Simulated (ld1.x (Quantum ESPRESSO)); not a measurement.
What one change does to a pseudopotential (aluminium, PAW)

```
Element                 : aluminium
Generator               : ld1.x (Quantum ESPRESSO) 7.5
Type                    : PAW
Functional              : PBEsol
Relativity              : non-relativistic
Frozen core             : [Ne]
Valence charge          : 3
Reference configuration : 3s1 3p2
Partial waves           : 3s (bound): rcut 1.70, rcutus 2.05 bohr; 3s channel at -0.05 Ry: rcut 1.70, rcutus 2.05 bohr; 3p (bound): rcut 2.10, rcutus 2.80 bohr; 3p channel at 0.3 Ry: rcut 2.10, rcutus 2.80 bohr; 3d channel at 0.5 Ry: rcut 2.25, rcutus 2.85 bohr; 3d channel at 1.95 Ry: rcut 2.25, rcutus 2.85 bohr
Local potential         : all-electron potential smoothed inside 1.85 bohr (lloc = -1)
Core correction         : Bessel-smoothed model core inside 1.25 bohr
Augmentation charge     : PSQ, inside the norm-conserving radii
```

Change: waves 3s (bound): rcut 1.70, rcutus 2.76 bohr; 3s channel at -0.05 Ry: rcut 1.70, rcutus 2.76 bohr.

Cutoffs: the cutoffs (Ry, on a coarse ladder) from which the occupation-weighted sum of valence levels, in a spherical-Bessel basis at the reference potential, stays within 10 and 1 mRy of its value at 400 Ry; they do not see the model core or the augmentation charge, which bear on the density cutoff. Errors are all-electron minus pseudo energies relative to the spin-unpolarised reference configuration.

Task: How do hardness, ghosts and transferability respond?

Result: Both files are very soft, the changed one slightly softer (loose and tight cutoff 6 and 10 Ry → 6 and 8 Ry on this coarse ladder); of the 7 tests that both files solve, the error grows in 0 and shrinks in 3 by more than 15 % and 0.3 meV (median size 1.0 → 0.7 meV); the range in which the s phases agree narrows (upper end at the end of the scan → 1.7); neither file shows a bound ghost. That the errors move this way runs against the usual rule that smaller radii transfer better.

```tsv
quantity	base	changed
cutoff, loose	6 Ry	6 Ry
cutoff, tight	10 Ry	8 Ry
bound ghosts	none	none
error for 3s2 3p1, meV [ΔE -5.09 eV]	-1.3	-0.6
error for 3s2 3p0, meV [ΔE 0.66 eV]	-0.4	+0.2
error for 3s1 3p0, meV [ΔE 19.80 eV]	-12	-11
error for 3s2 3p1.3, meV [ΔE -5.66 eV]	-1.4	-0.7
error for 3s0 3p3, meV [ΔE 5.25 eV]	-1.0	-1.0
error for 3s1 3p1, meV [ΔE 6.41 eV]	-0.9	-0.8
error for 3s2 3p0.5, meV [ΔE -3.01 eV]	-0.9	-0.1
s: phases at 3.09 bohr within 0.05 rad from the reference energy up to (Ry; the scan ends near 5)	to the end of the scan	1.7
p: phases at 3.09 bohr within 0.05 rad from the reference energy up to (Ry; the scan ends near 5)	2.3	2.3
d: phases at 3.09 bohr within 0.05 rad from the reference energy up to (Ry; the scan ends near 5)	to the end of the scan	to the end of the scan
lowest overlap eigenvalue by channel	s 0.46, p 0.85, d 0.99	s 0.43, p 0.85, d 0.99
```
